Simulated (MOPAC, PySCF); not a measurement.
AlClF2, SMILES `[Al]([F])([F])[Cl]`, neutral singlet in the gas phase. 

Cartesian coordinates (Å):
```xyz
4

F     -0.9024    -1.4427    -0.0018
Al    -0.0474    -0.0469     0.0007
F     -0.8505     1.3793     0.0005
Cl     2.0122    -0.0828     0.0070
```
Charge 0, spin multiplicity 1.

All levels are single points at this geometry (ωB97X-D3(BJ)/def2-TZVP); Pople sets use spherical d functions. Orbital energies aren't observables, and empty levels follow the basis.

| level | HOMO (eV) | LUMO (eV) | gap (eV) | dipole (D) | vertical IE, Delta-SCF (eV) |
|---|---|---|---|---|---|
| PBE-D3(BJ)/def2-TZVP in PySCF | -8.48 | -2.29 | 6.19 | 0.49 | 12.20 |
| ωB97X-D3(BJ)/def2-TZVP in PySCF | -12.50 | 0.58 | 13.08 | 0.43 | 12.92 |
| B3LYP/3-21G in PySCF | -9.57 | -1.73 | 7.84 | 0.56 | – |
| B3LYP/6-31G* in PySCF | -9.50 | -1.60 | 7.90 | 0.10 | 12.52 |
| BP86/6-31G* in PySCF | -8.40 | -2.14 | 6.25 | 0.03 | – |
| PBE/6-31G* in PySCF | -8.30 | -2.15 | 6.15 | 0.05 | – |
| SVWN5/6-31G* in PySCF | -8.44 | -2.40 | 6.04 | 0.11 | 12.26 |
| HF/3-21G in PySCF | -13.54 | 1.74 | 15.28 | 0.48 | – |
| HF/6-31G* in PySCF | -13.35 | 1.72 | 15.07 | 0.13 | 11.85 |
| AM1 in MOPAC | -12.52 | -0.70 | 11.82 | 0.28 | – |
| PM3 in MOPAC | -11.35 | -2.56 | 8.79 | 1.16 | – |
| PM6 in MOPAC | -11.86 | 0.45 | 12.31 | 0.09 | – |
| PM7 in MOPAC | -12.22 | 0.25 | 12.47 | 0.21 | – |
